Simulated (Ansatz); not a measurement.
**Worked example: vertical ionisation energy of GeSiH4O (SMILES [SiH3][O][GeH])**

The species is GeSiH4O (7 atoms), meant as a singlet with charge 0. As SMILES, `[SiH3][O][GeH]`. Geometry: relaxed at PBE0-D4/def2-TZVP. This is one conformer, not always the lowest.

Both states at this one shape; open shells run unrestricted unless said. 1 Eh = 27.2114 eV.

| level | program | singlet GeSiH4O (Eh) | doublet GeSiH4O+ (Eh) |
| --- | --- | --- | --- |
| PBE-QIDH/def2-SVP, 15 core orbitals frozen | Ansatz | -2442.796424 | -2442.461592 |
| RPA@PBE/def2-SVP, 15 core orbitals frozen | Ansatz | -2441.863030 | -2441.528813 |
| CCSD(T)/def2-SVP, 15 core orbitals frozen | Ansatz | -2441.643799 | -2441.314151 |

Q: Work out the vertical ionisation energy at each level.

A: 
1. PBE-QIDH/def2-SVP: -2442.461592 − (-2442.796424) = 0.334832 Eh = 9.11 eV.
2. RPA@PBE/def2-SVP: -2441.528813 − (-2441.863030) = 0.334217 Eh = 9.09 eV.
3. CCSD(T)/def2-SVP: -2441.314151 − (-2441.643799) = 0.329648 Eh = 8.97 eV.

No measured value is set beside it here; the levels span 8.97 to 9.11 eV. All-electron rows are non-relativistic unless named.
